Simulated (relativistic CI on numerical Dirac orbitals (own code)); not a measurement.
**V+ in a cubic cluster: L2,3 absorption with charge transfer**

Computed with a charge-transfer multiplet model of a cubic metal-ligand cluster with up to one ligand hole, Slater and spin-orbit integrals from Dirac-Coulomb-Breit ions, Slater integrals scaled by 0.8. The ground state mixes d4 with configurations of k ligand holes L, whose averages lie at kΔ + k(k − 1)U_dd/2; a core hole lowers each added d electron by U_cd. 300 K, Lorentzian 0.4 eV and Gaussian 0.3 eV FWHM.

Atomic integrals in eV (Slater integrals scaled, ζ unscaled), ground: F2dd 6.042, F4dd 3.713, zeta_d 0.015; with the core hole: F2dd 6.837, F4dd 4.214, zeta_d 0.025, zeta_core 4.617, F2cd 3.745, G1cd 2.648, G3cd 1.501.

Cluster parameters (eV): Δ = 7.2, U_cd = 7.6, 10Dq = 1.3, 10Dq(ligand) = 1, V(eg) = 1.3, V(t2g) = -0.64, final-state hopping factor = 0.8.

```json
{"Case": "U_dd = 3.9 eV", "n_d": "4.09", "d4": "0.91", "d5L": "0.09", "S": "2.00"}
{"Case": "U_dd = 4.6 eV", "n_d": "4.09", "d4": "0.91", "d5L": "0.09", "S": "2.00"}
{"Case": "U_dd = 6 eV", "n_d": "4.09", "d4": "0.91", "d5L": "0.09", "S": "2.00"}
```

Weights, n_d and S are thermal averages at 300 K. Photon energies count from the first peak over 30 % of the highest in each spectrum, which can be another peak from case to case. The parameters are a model scan and need not match a compound or its usual spin state. Peaks in eV (height, largest 100):
- U_dd = 3.9 eV: 0.0 (63), 1.4 (100), 2.1 (66), 4.7 (10), 6.0 (20), 6.9 (40), 8.4 (32), 9.1 (34)
- U_dd = 4.6 eV: 0.0 (62), 1.4 (100), 2.1 (65), 5.9 (19), 6.9 (38), 8.4 (32), 9.1 (34)
- U_dd = 6 eV: 0.0 (60), 1.4 (100), 5.8 (19), 6.8 (35), 8.4 (32), 9.0 (34)

For the case U_dd = 6 eV, Δ = 7.2 eV is larger than U_dd = 6 eV, the Mott-Hubbard side of the Zaanen-Sawatzky-Allen scheme. With the core hole the configuration with one ligand hole lies at Δ + U_dd − U_cd = 3.5, 4.2, 5.6 eV from the one without, in the order of the table; where this is negative the screened configuration lies lower.
